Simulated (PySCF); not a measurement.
Cl2O2W, charge -1, doublet, at a GFN2-xTB geometry (such geometries of metal compounds can be far from the true shape) (the multiplicity is a formal guess) (core potentials on W); HF/def2-SVP in PySCF.

PySCF was given this input:
```python
from pyscf import gto, scf

mol = gto.Mole()
mol.atom = '''
    W     0.34576007   -0.06853654    0.11336153
    O     1.47688500   -0.62473514   -1.01523362
    O     0.73427773    0.18643859    1.74018949
    Cl   -0.86901416    1.74336084   -0.74743684
    Cl   -1.67660626   -1.23876811   -0.08717494
'''
mol.basis = 'def2-svp'
mol.ecp = {'W': 'def2-svp'}
mol.charge = -1
mol.spin = 1
mol.verbose = 4
mol.build()

mf = scf.UHF(mol)
mf.kernel()
mf.analyze()
```

What does PySCF print? Leave out banner, timings and long lists.


```
PySCF version 2.14.0

[INPUT] verbose = 4
[INPUT] num. atoms = 5
[INPUT] num. electrons = 65
[INPUT] charge = -1
[INPUT] spin (= nelec alpha-beta = 2S) = 1
[INPUT] symmetry False subgroup None
[INPUT] Mole.unit = angstrom
[INPUT] Symbol           X                Y                Z      unit          X                Y                Z       unit  Magmom
[...]
nuclear repulsion = 323.376559850415
number of shells = 40
number of NR pGTOs = 177
number of NR cGTOs = 96
basis = def2-svp
ecp = {'W': 'def2-svp'}

******** <class 'pyscf.scf.uhf.UHF'> ********
method = UHF
initial guess = minao
damping factor = 0
level_shift factor = 0
DIIS = <class 'pyscf.scf.diis.CDIIS'>
diis_start_cycle = 1
diis_space = 8
diis_damp = 0
SCF conv_tol = 1e-09
SCF conv_tol_grad = None
SCF max_cycles = 50
direct_scf = True
direct_scf_tol = 1e-13
number electrons alpha = 33  beta = 32
Set gradient conv threshold to 3.16228e-05
init E= -1121.5721730753

cycle= 1 E= -1134.67676684226  delta_E= -13.1  |g|= 0.846  |ddm|=  5.3
cycle= 2 E= -1134.63023007084  delta_E= 0.0465  |g|= 0.87  |ddm|= 1.25
cycle= 3 E= -1134.91880881883  delta_E= -0.289  |g|= 0.122  |ddm|= 0.671
cycle= 4 E= -1134.92558425405  delta_E= -0.00678  |g|= 0.0224  |ddm|= 0.164
cycle= 5 E= -1134.92621896558  delta_E= -0.000635  |g|= 0.0107  |ddm|= 0.0502
cycle= 6 E= -1134.92645828451  delta_E= -0.000239  |g|= 0.00647  |ddm|= 0.0342
cycle= 7 E= -1134.92658228988  delta_E= -0.000124  |g|= 0.00474  |ddm|= 0.022
cycle= 8 E= -1134.92669415383  delta_E= -0.000112  |g|= 0.00277  |ddm|= 0.0291
cycle= 9 E= -1134.92673423711  delta_E= -4.01e-05  |g|= 0.00157  |ddm|= 0.0173
cycle= 10 E= -1134.92674618984  delta_E= -1.2e-05  |g|= 0.000799  |ddm|= 0.00891
cycle= 11 E= -1134.92674937033  delta_E= -3.18e-06  |g|= 0.000419  |ddm|= 0.00457
cycle= 12 E= -1134.92675010549  delta_E= -7.35e-07  |g|= 0.000153  |ddm|= 0.00269
cycle= 13 E= -1134.92675017733  delta_E= -7.18e-08  |g|= 0.000109  |ddm|= 0.00068
cycle= 14 E= -1134.92675021085  delta_E= -3.35e-08  |g|= 3.66e-05  |ddm|= 0.000645
cycle= 15 E= -1134.92675021409  delta_E= -3.24e-09  |g|= 1.4e-05  |ddm|= 0.000174
cycle= 16 E= -1134.92675021456  delta_E= -4.68e-10  |g|= 6.04e-06  |ddm|= 5.6e-05
Extra cycle  E= -1134.9267502146  delta_E= -4.32e-11  |g|= 4.13e-06  |ddm|= 1.23e-05
converged SCF energy = -1134.9267502146  <S^2> = 0.76995984  2S+1 = 2.0198612
**** SCF Summaries ****
Total Energy =                       -1134.926750214598997
[...]
spin_pop of  1 O 1s        0.00000
spin_pop of  1 O 2s       -0.00115
spin_pop of  1 O 3s        0.00493
spin_pop of  1 O 2px      -0.01577
spin_pop of  1 O 2py      -0.05445
spin_pop of  1 O 2pz       0.00264
spin_pop of  1 O 3px       0.00107
spin_pop of  1 O 3py       0.00514
spin_pop of  1 O 3pz       0.00069
spin_pop of  1 O 3dxy      0.00015
spin_pop of  1 O 3dyz      0.00019
spin_pop of  1 O 3dz^2     0.00008
spin_pop of  1 O 3dxz      0.00004
spin_pop of  1 O 3dx2-y2    0.00020
spin_pop of  2 O 1s        0.00000
spin_pop of  2 O 2s       -0.00117
spin_pop of  2 O 3s        0.00669
spin_pop of  2 O 2px      -0.01068
spin_pop of  2 O 2py      -0.05333
spin_pop of  2 O 2pz      -0.00352
spin_pop of  2 O 3px       0.00165
spin_pop of  2 O 3py       0.00406
spin_pop of  2 O 3pz       0.00029
spin_pop of  2 O 3dxy      0.00008
spin_pop of  2 O 3dyz      0.00025
spin_pop of  2 O 3dz^2     0.00005
spin_pop of  2 O 3dxz      0.00002
spin_pop of  2 O 3dx2-y2    0.00025
spin_pop of  3 Cl 1s        0.00000
spin_pop of  3 Cl 2s        0.00000
spin_pop of  3 Cl 3s        0.00167
spin_pop of  3 Cl 4s        0.00112
spin_pop of  3 Cl 2px       0.00000
spin_pop of  3 Cl 2py       0.00000
spin_pop of  3 Cl 2pz       0.00000
spin_pop of  3 Cl 3px       0.01166
spin_pop of  3 Cl 3py      -0.00925
spin_pop of  3 Cl 3pz      -0.00131
spin_pop of  3 Cl 4px       0.00402
spin_pop of  3 Cl 4py       0.00387
spin_pop of  3 Cl 4pz       0.00041
spin_pop of  3 Cl 3dxy      0.00034
spin_pop of  3 Cl 3dyz      0.00008
spin_pop of  3 Cl 3dz^2     0.00003
spin_pop of  3 Cl 3dxz      0.00073
spin_pop of  3 Cl 3dx2-y2    0.00327
spin_pop of  4 Cl 1s        0.00000
spin_pop of  4 Cl 2s        0.00000
spin_pop of  4 Cl 3s        0.00164
spin_pop of  4 Cl 4s        0.00271
spin_pop of  4 Cl 2px       0.00000
spin_pop of  4 Cl 2py       0.00000
spin_pop of  4 Cl 2pz       0.00000
spin_pop of  4 Cl 3px      -0.00016
spin_pop of  4 Cl 3py      -0.00062
spin_pop of  4 Cl 3pz       0.00184
spin_pop of  4 Cl 4px       0.00062
spin_pop of  4 Cl 4py       0.00701
spin_pop of  4 Cl 4pz       0.00100
spin_pop of  4 Cl 3dxy      0.00168
spin_pop of  4 Cl 3dyz      0.00000
spin_pop of  4 Cl 3dz^2     0.00006
spin_pop of  4 Cl 3dxz      0.00065
spin_pop of  4 Cl 3dx2-y2    0.00207
In total            33.00000 | 32.00000

WARN: System has nonzero charge -1; the dipole moment is origin-dependent.
Location of origin: [0. 0. 0.]

Dipole moment(X, Y, Z, Debye):  0.28385, -0.05627,  0.09307
```
